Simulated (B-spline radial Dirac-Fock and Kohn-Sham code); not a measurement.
**Atomic SCF run for Yb³⁺**

ΔSCF core binding energies without Breit or QED terms, calculated with a B-spline atomic structure program. Keys: rel is the Hamiltonian (dirac, or spin-free x2c and nr, where L3 and M5 stand for the whole 2p and 3d shells), method is hf or an exchange,correlation pair (spin-unpolarised, also for the hole states), nuc the nuclear model, radius_factor scales its radius, rmax is the box in bohr, h the logarithmic mesh step, order the B-spline order, points the quadrature points per cell, c_factor scales the speed of light, and damp, ndamp, maxit and tol steer the iteration. The run stops when the commutator error falls below 10·tol·max(1, Z/10), or the numerical noise floor, and the energy has settled to about 1e-8 Ha; the virial ratio is −V/T.

Input (task.json):

```json
{"items": [{"Z": 70, "q": 3, "cfg": [[1, 0, 2], [2, 0, 2], [2, 1, 6], [3, 0, 2], [3, 1, 6], [3, 2, 10], [4, 0, 2], [4, 1, 6], [4, 2, 10], [4, 3, 13], [5, 0, 2], [5, 1, 6]], "A": 174, "rrms": 5.3108, "do": "settings", "holes": ["K", "L3", "M5"],
  "settings": [{"rel": "dirac", "method": "hf", "nuc": "fermi", "radius_factor": 100000.0, "rmax": 45.0, "h": 0.3, "order": 8, "points": 10, "c_factor": 1.0, "maxit": 50, "damp": 0.5, "ndamp": 3, "tol": 1e-08}]}]}
```

Command: `python xray2_run.py task.json out`

Ground-state iterations:

```
iter   energy (Ha)        error
   1     -156.41530644  2.78e-01
   2      -82.30387396  1.21e+00
   3     -215.54259509  1.66e-01
   4     -220.60856488  9.97e-02
   5     -219.93175821  1.45e-01
   6     -222.13742364  2.28e-02
   7     -222.17416716  1.93e-02
   8     -222.24834339  1.14e-03
   9     -222.24877251  2.40e-04
  10     -222.24879918  9.81e-05
  11     -222.24880704  4.62e-05
  12     -222.24880868  1.59e-05
  13     -222.24880872  1.18e-06
  14     -222.24880872  1.55e-07
```

The ground state converged in 14 iterations, with total energy -222.24881 Ha, virial ratio 30.29282 and highest orbital energy -5.08 eV. ΔSCF binding energies: K (1s) 20.31 eV, L3 (2p3/2) 19.56 eV, M5 (3d5/2) 18.10 eV.

Task: One setting is unsound. Which, and why?

Result: radius_factor inflates the nucleus far beyond its size, which weakens the binding of the inner electrons. With the default settings (Dirac Hartree-Fock): The ground state converged in 10 iterations, with total energy -14066.25669 Ha, virial ratio 1.90054 and highest orbital energy -47.57 eV. ΔSCF binding energies: K (1s) 61655.2 eV, L3 (2p3/2) 9003.2 eV, M5 (3d5/2) 1567.3 eV.
